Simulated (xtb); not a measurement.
C$_{6}$H$_{14}$O$_{3}$, triplet, at the geometry of the source list (a higher spin typed on purpose: for a closed-shell molecule this is an excited state). Base run: xtb 6.7.1 with GFN2-xTB.

Geometry (Å):
```xyz
23

C     -4.3486     0.2057    -0.2864
O     -3.3350     0.9835     0.3013
C     -2.0397     0.7441    -0.1922
C     -1.3943    -0.5263     0.3998
O     -0.1035    -0.7726    -0.1056
C      0.9184     0.0090     0.4690
C      2.2454    -0.4340    -0.1388
O      3.2735     0.3379     0.4293
C      4.5447     0.0145    -0.0709
H     -5.2838     0.5489     0.1512
H     -4.2277    -0.8631    -0.0788
H     -4.3806     0.3532    -1.3738
H     -2.0413     0.6660    -1.2889
H     -1.4550     1.6216     0.0951
H     -1.9819    -1.4043     0.1193
H     -1.3826    -0.4456     1.4958
H      0.9499    -0.1327     1.5593
H      0.7770     1.0791     0.2694
H      2.2078    -0.2966    -1.2302
H      2.4011    -1.5051     0.0604
H      4.6034     0.1845    -1.1537
H      5.2525     0.6654     0.4370
H      4.8002    -1.0333     0.1326
```
Charge 0, spin multiplicity 3.
All else is at xtb's defaults.
Base energy -31.77664 Eh.

Variants of this job, named by their change:

| change | ΔE vs base (mEh) | dipole (D) | G_solv (kcal/mol) | SCF cycles |
|---|---|---|---|---|
| base | 0.000 | 1.63 | - | 16 |
| acc = 30 | 0.000 | 1.63 | - | 14 |
| acc = 0.0001 | 0.000 | 1.63 | - | 26 |
| alpb = water | -6.010 | 2.71 | -4.91 | 16 |
| file = coord | 0.000 | 1.63 | - | 16 |
| alpb = dmf | -15.750 | 2.12 | -10.11 | 18 |

ALPB and GBSA are two models with their own fitted parameters for each solvent, which aren't always the measured dielectric constant.
